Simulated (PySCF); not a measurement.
**`CC(C)c1csc([O-])c1`: 4 charge schemes on one density**

Species: C7H9OS (charge -1).
Geometry (GFN2-xTB, Å), atoms numbered from 1 in this order:
```
atom  x, y, z in Å
C1    -1.562   -0.255   -1.135
C2    -0.978    0.056    0.245
C3    -1.040    1.560    0.524
C4     0.437   -0.447    0.351
C5     0.816   -1.383    1.257
S6     2.512   -1.768    1.146
C7     2.732   -0.555   -0.252
O8     3.837   -0.399   -0.771
C9     1.492    0.004   -0.474
H10   -1.510   -1.325   -1.330
H11   -2.605    0.062   -1.198
H12   -0.994    0.259   -1.906
H13   -1.583   -0.462    1.002
H14   -0.617    1.776    1.503
H15   -2.071    1.919    0.500
H16   -0.463    2.102   -0.222
H17    0.215   -1.884    1.994
H18    1.372    0.746   -1.248
```

Density: PBE0/pcSseg-1 (PySCF); schemes: Mulliken, IAO, Hirshfeld and ESP-fitted. One conformer (not necessarily the lowest) at the GFN2-xTB geometry, without solvent, vibrations or thermal averaging. The pcSseg-1 basis has no diffuse functions, a weakness for an anion.

Q: Atoms with like bonding are taken together and averaged. Which atoms carry the lowest charge in the Mulliken, IAO, Hirshfeld and ESP-fitted schemes?

A: All schemes agree: Mulliken O8 (-0.519); IAO O8 (-0.592); Hirshfeld O8 (-0.407); ESP-fitted O8 (-0.623).

Q: At which atom do the 4 schemes differ most?

A: At C2: from -0.264 (Mulliken) to +0.577 e (ESP-fitted), 0.841 e apart.

Q: What partial charge does each atom carry?

A: In e; atoms taken as equivalent share a row and are averaged (×n: the atom named and its like, n in all):

```tsv
atom	environment	Mulliken	IAO	Hirshfeld	ESP-fitted
C1/C3	methyl carbon	-0.191	-0.410	-0.128	-0.535
C2	benzylic-type carbon	-0.264	-0.082	-0.020	+0.577
C4	substituted aromatic carbon	-0.111	-0.029	-0.047	+0.013
C5	aromatic CH next to a ring sulfur	-0.332	-0.416	-0.175	-0.473
S6	thiophene-type sulfur	-0.054	+0.015	-0.130	-0.263
C7	aromatic carbon bearing oxygen	+0.151	+0.213	+0.030	+0.536
O8	aryloxide oxygen	-0.519	-0.592	-0.407	-0.623
C9	aromatic CH carbon	-0.173	-0.401	-0.188	-0.606
H10 (×6)	methyl hydrogen	+0.092	+0.127	+0.026	+0.108
H13	methine hydrogen	+0.076	+0.112	+0.023	-0.085
H17	aromatic hydrogen	+0.036	+0.123	+0.004	+0.185
H18	aromatic hydrogen	+0.019	+0.116	+0.006	+0.159
```

Mean size of the charges over all atoms: ESP-fitted 0.291 e, IAO 0.204 e, Mulliken 0.148 e, Hirshfeld 0.080 e. Each set sums to the total charge, -1, to within 0.001 e. The ESP scheme fits charges at the nuclei, held to the total charge, to the electrostatic potential on points at 1.4 to 2.0 times the van der Waals radii.

Some averages cover members that differ in this geometry: H10 (×6), ESP-fitted +0.086 to +0.132; H10 (×6), Mulliken +0.070 to +0.107; H10 (×6), IAO +0.109 to +0.138 e.

Q: How closely do the schemes follow one another over all atoms?

A: Correlation coefficient and root-mean-square difference: Mulliken with IAO 0.91, 0.114 e; IAO with Hirshfeld 0.90, 0.158 e; Mulliken with Hirshfeld 0.90, 0.094 e; IAO with ESP-fitted 0.83, 0.203 e; Hirshfeld with ESP-fitted 0.80, 0.277 e; Mulliken with ESP-fitted 0.63, 0.283 e.

Q: How many electrons does the Mulliken scheme count on C9?

A: Z − q = 6 − (-0.173) = 6.173.

Q: Sum the charges by element, for elements with more than one atom.

A: 
```
element  atoms  Mulliken     IAO  Hirshfeld  ESP-fitted
      C      7    -1.110  -1.535     -0.656      -1.023
      H      9    +0.683  +1.113     +0.193      +0.909
```

These values come from a run that also computed NMR shieldings. Time: 33 s of wall time. Hardware: one thread, Arm Neoverse V2, no GPU, shared host.
